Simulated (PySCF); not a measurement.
Al(F)(OH)(SH) (AlFH2OS), SMILES [OH][Al]([F])[SH]. Geometry optimised at PBE0-D3(BJ)/def2-SVP. The values are those of a single conformer.

All values below come from PBE0-D3(BJ)/def2-SVP (PySCF 2.14.0).

Harmonic wavenumbers (cm⁻¹): 161, 221, 242, 258, 329, 476, 553, 653, 837, 964, 2710, 3989. Rotational constants (GHz): 6.401, 3.091, 2.084; symmetry number 1.

Work out the zero-point energy and the ideal-gas rigid-rotor harmonic-oscillator thermochemistry at 298.15 K and 1 atm.

ZPE = ½ Σ hcν = ½ × 11393 cm⁻¹ = 68.15 kJ/mol. H − E(el) = 86.42 kJ/mol. Entropy in J/(mol K): translation 165.68, rotation 110.70, vibration 46.57, total 322.95. G − E(el) = -9.86 kJ/mol. Cp = 88.53 J/(mol K).
